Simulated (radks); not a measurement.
The numbers below are computed, except where a source is named.
Q: These are the eigenvalues of the occupied orbitals of an atom or ion with whole-number occupations (hartree). Code: a radial shooting solver on a logarithmic mesh with Libxc functionals. Model: non-relativistic Kohn-Sham, PBE, spin-polarised, spherical densities, point nucleus.

1s up: -20.49019
1s down: -20.42484
2s up: -2.20744
2s down: -2.03446
2p up: -1.65700

Which element is it, and in what charge state? The configuration may be excited. Open shells, if any, are filled with parallel spins first.

A: Z = 8, oxygen, charge +2: O2+ in [He] 2s2 2p2. The list shows which subshells hold electrons but not how many an open one holds; the 1s level, -20.49 hartree, gives Z - s = 6.4 by -(Z - s)^2/2, which with screening narrows Z to a few neighbours, and the depths of the outer levels then fix element, charge and occupations together.
